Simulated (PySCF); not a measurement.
C6H5F2O (doublet state).
SMILES with atom numbers: `[OH:1][C:2]1=[C:3]([F:4])[CH:5][CH2:6][C:7]([F:8])=[CH:9]1` (hydrogens: H10 on O1; H11 on C5; H12, H13 on C6; H14 on C9)

Structure used (GFN2-xTB), in Å, numbered top down from 1:
```
atom  x, y, z in Å
O1     2.6283    0.2944    0.2466
C2     1.2861    0.1723    0.1154
C3     0.6149   -1.0539    0.3088
F4     1.3973   -2.1185    0.6413
C5    -0.7213   -1.2178    0.1834
C6    -1.6107   -0.0769   -0.1792
C7    -0.8291    1.1780   -0.3630
F8    -1.5672    2.2595   -0.6943
C9     0.5100    1.2971   -0.2286
H10    3.0070   -0.5628    0.4866
H11   -1.1664   -2.1850    0.3446
H12   -2.3792    0.0734    0.5958
H13   -2.1729   -0.3038   -1.0992
H14    1.0024    2.2434   -0.3801
```

The hyperfine couplings belong to this conformer and change with its torsions.

Computed with PySCF 2.14.0, UKS B3LYP, pcH-1 on C F H O, non-relativistic, mean-field spin-orbit, GIAO. One conformer (not necessarily the lowest) at the GFN2-xTB geometry, without solvent, vibrations or thermal averaging. Couplings are sensitive to structure, and on GFN2-xTB geometries they can be far from those on DFT ones. No stability test was run, so a lower SCF solution isn't excluded. ⟨S²⟩ is 0.781 where a pure state has 0.75.

Match the computed a_iso(13C) values +46.4, -41.9, +39.7, -36.3, +35.9, -32.7 MHz with the sites C2; C3; C5; C6; C7; C9.

```tsv
site	a_iso (MHz)	ρ(0) (bohr⁻³)	position	distance from C2 (Å)	spin population	largest |T| (MHz)
C2	+46.4	+0.0413	largest spin population	0.00	+0.47	86.9
C3	-41.9	-0.0372	1 bond from C5	1.41	-0.17	22.6
C5	+35.9	+0.0319	a main spin site	2.44	+0.41	65.4
C6	-32.7	-0.0290	1 bond from C7	2.92	-0.08	0.6
C7	+39.7	+0.0353	a main spin site	2.39	+0.35	65.7
C9	-36.3	-0.0323	1 bond from C7	1.41	-0.19	22.6
```

The isotropic 19F couplings are +47.0, -22.8 MHz. Assign them to F4; F8.

```csv
site,a_iso (MHz),ρ(0) (bohr⁻³),position,distance from C2 (Å),bound to,spin population there,largest |T| (MHz)
F4,-22.8,-0.0054,2 bonds from C5,2.35,C3,-0.17,54.4
F8,+47.0,+0.0112,1 bond from C7,3.63,C7,+0.35,163.2
```

The isotropic 1H couplings, averaged over equivalent nuclei, are +138.6, -27.8, +9.2, -8.0 MHz. Assign them to H10; H11; H12/H13; H14.

```tsv
site	a_iso (MHz)	ρ(0) (bohr⁻³)	position	distance from C2 (Å)	bound to	spin population there	largest |T| (MHz)
H10	-8.0	-0.0018	2 bonds from C2	1.91	O1	+0.09	14.1
H11	-27.8	-0.0062	1 bond from C5	3.41	C5	+0.41	16.8
H12/H13	+138.6	+0.0310	2 bonds from C7	3.70	C6	-0.08	3.6
H14	+9.2	+0.0021	2 bonds from C7, on C9 of spin population -0.19	2.15	C9	-0.19	5.1
```

ρ(0) is the spin density at the nucleus and T the dipolar tensor; entries for several nuclei are means. The Mulliken spin populations are largest on C2 (+0.47), C5 (+0.41), C7 (+0.35) and C9 (-0.19). Three atoms exceed +0.15. Main spin sites, with 60 % or more of the largest population: C2, C5, C7; positions count bonds from the nearest.

Class means assume fast exchange of nuclei equivalent by connectivity; if that motion is slow, each nucleus keeps its own coupling.

C5, the radical centre as drawn in `OC1=C(F)[CH]CC(F)=C1`, holds a spin population of +0.41 out of 1.
